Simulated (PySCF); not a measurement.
## Eu(BH4)3 at several levels of theory

Computed with PySCF 2.14.0 (density fitting, no spin-orbit coupling) at the geometry relaxed with PBE:

```xyz
16
Eu(BH4)3 (singlet in the valence; each metal's 4f electrons, 6 of them, lie in its core potential, out of spins and levels)
Eu    0.0000    0.0000    0.0000
B     2.4962    0.0128    0.0000
H     3.7085   -0.0107    0.0000
H     1.9934   -0.5778    1.0020
H     1.9934   -0.5778   -1.0020
H     2.0196    1.1749    0.0000
B    -1.2592    2.1554    0.0000
H    -1.8450    3.2170    0.0000
H    -0.4964    2.0152    1.0020
H    -0.4964    2.0152   -1.0020
H    -2.0273    1.1616    0.0000
B    -1.2370   -2.1682    0.0000
H    -1.8635   -3.2063    0.0000
H    -1.4971   -1.4375    1.0020
H    -1.4971   -1.4375   -1.0020
H     0.0077   -2.3365    0.0000
```

```
level                                              basis    state  HOMO (eV)  gap (eV)  charge on Eu1 (e)  population of f-type functions on Eu1 (polarisation alone where 4f lies in the core)  dipole about the centre of mass (D)  largest force component (eV/Å)
  PBE  Eu lcecp-1-SVP with ECP52, B def2-SVP, H def2-SVP  singlet      -8.09      4.50               0.43                                                                                  0.06                                 0.00                            0.01
 BP86                                           the same  singlet      -8.20      4.56               0.48                                                                                  0.06                                 0.00                            0.09
 TPSS                                           the same  singlet      -8.35      5.00               0.72                                                                                  0.06                                 0.00                            0.24
TPSSh                                           the same  singlet      -8.90      5.83               0.82                                                                                  0.06                                 0.00                            0.24
M06-L                                           the same  singlet      -8.29      5.46               1.20                                                                                  0.06                                 0.01                            0.32
```

In the lcecp rows the 4f levels are missing from HOMO and gap, and the state counts the valence alone.

Charges are Mulliken's, which hang on the basis. The relaxation used the grid (50, 194), these runs (75, 302) or, all-electron (x2c bases, spin-free X2C Hamiltonian), (99, 590).

Question: What does PBE with Eu lcecp-1-TZVP with ECP52, B def2-TZVP, H def2-TZVP give here?

Answer: state singlet, HOMO (eV) -8.16, gap (eV) 4.56, charge on Eu1 (e) 1.11, population of f-type functions on Eu1 (polarisation alone where 4f lies in the core) 0.07, dipole about the centre of mass (D) 0.00, largest force component (eV/Å) 0.33. Time: 15 s on 4 threads of Arm Neoverse V2 (shared host), from free ions and atoms.

In the first row's basis the gap widens with exact exchange: 4.5 to 5.5 eV for PBE, BP86, TPSS, M06-L (none); 5.8 eV for TPSSh (a fixed share).

A frequency check found unstable modes (1, the lowest at -21 cm⁻¹), so the relaxed geometry is a saddle point, or these are noise. An lcecp potential fixes the number of 4f electrons, so in runs with it no electron can move into or out of that shell.
